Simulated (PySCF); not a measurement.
Work out the structure from these simulated measurements.

Formula: C7H9F3O.

* NMR, other nuclei: isotropic shieldings of nuclei other than C and H, by class: 301 (1 O), 292 (1 F), 314 (1 F), 398 (1 F) ppm [GIAO PBE0/pcSseg-1]
* Dipole: 3.48 D [PBE0/pcSseg-1]
* 13C NMR: chemical shifts (computed TMS as zero) by class: 156.6 (1 C), 134.8 (1 C), 118.2 (1 C), 92.9 (1 C), 77.5 (1 C), 61.1 (1 C), 36.0 (1 C) ppm [GIAO PBE0/pcSseg-1]
* 1H NMR: chemical shifts (computed TMS as zero) by class: 6.98 (1 H), 6.17 (1 H), 5.59 (1 H), 3.95 (1 H), 3.71 (3 H), 2.90 (1 H), 2.87 (1 H) ppm [GIAO PBE0/pcSseg-1]
* Rotational structure: rotational constants A, B, C: 2.495, 0.526, 0.492 GHz [GFN2-xTB]

Electronic properties: PySCF, gas phase, density fitting. Levels stand in brackets. Geometry: GFN2-xTB, one conformer, isolated molecule. NMR classes are plain means over equivalent atoms (diastereotopic ones count apart unless rotation or inversion swaps them), as if these changed places fast.

Q: Give a SMILES that accounts for the data.

A: Numbering: `[CH3:1][O:2][C@@H:3]1[CH2:4]/[C:5](=[CH:6]/[CH:7]([F:8])[F:9])[C@@H:10]1[F:11]`. Its formula, C7H9F3O, gives 2 degrees of unsaturation: 1 ring and 1 π bond in the structure found. 7 carbons fall into 7 classes; from least to most shielded: fully substituted alkene carbon [C5] (156.6 ppm), alkene CH carbon [C6] (134.8 ppm), CHF2 carbon [C7] (118.2 ppm), sp3 C–F carbon [C10] (92.9 ppm), ring sp3 carbon bound to oxygen [C3] (77.5 ppm), methoxy carbon [C1] (61.1 ppm), allylic carbon [C4] (36.0 ppm). Hydrogen classes from least to most shielded: 1 H on a CHF2 carbon, C7 (6.98 ppm), 1 H on an alkene CH carbon, C6 (6.17 ppm), 1 H on an sp3 C–F carbon, C10 (5.59 ppm), 1 H on an sp3 carbon bound to oxygen, C3 (3.95 ppm), 3 H on a methoxy carbon, C1 (3.71 ppm, a mean of values up to 0.6 ppm apart in this geometry), 1 H on an allylic carbon, C4 (2.90 ppm), 1 H on an allylic carbon, C4 (2.87 ppm). The other shieldings belong to: 301 ppm, ether oxygen [O2]; 292 ppm, fluorine of a CF2 group [F8]; 314 ppm, fluorine of a CF2 group [F9]; 398 ppm, alkyl fluorine [F11]. The optimised geometry has point group C1 and is an asymmetric top. Structure: `C(=C1/[C@@H]([C@H](OC)C1)F)/C(F)F`. Computed isomers that give other values at the same levels: `FC(F)[C@@H]1[C@H]2O[C@H]2CC[C@H]1F` (13C chemical shifts (computed TMS as zero) by class: 121.5 (1 C), 92.2 (1 C), 51.7 (1 C), 49.8 (1 C), 47.3 (1 C), 27.4 (1 C), 27.2 (1 C) ppm); `C[C@@]1(C(=O)F)CC[C@@H](F)[C@H]1F` (13C chemical shifts (computed TMS as zero) by class: 176.0 (1 C), 96.5 (1 C), 96.0 (1 C), 57.8 (1 C), 37.2 (1 C), 35.3 (1 C), 18.9 (1 C) ppm); `C=CC(=C)[C@H](OC)C(F)(F)F` (13C chemical shifts (computed TMS as zero) by class: 148.6 (1 C), 145.5 (1 C), 134.3 (1 C), 131.3 (1 C), 120.1 (1 C), 80.5 (1 C), 61.5 (1 C) ppm). The assignments are read from this structure; whether some other isomer fits the data as well wasn't checked. The mirror image fits equally.

The values belong to the conformer `[CH3:1][O:2][C@@H:3]1[CH2:4]/[C:5](=[CH:6]/[CH:7]([F:8])[F:9])[C@@H:10]1[F:11]`: C1–O2–C3–C4 180°, C5–C6–C7–F8 -87°.
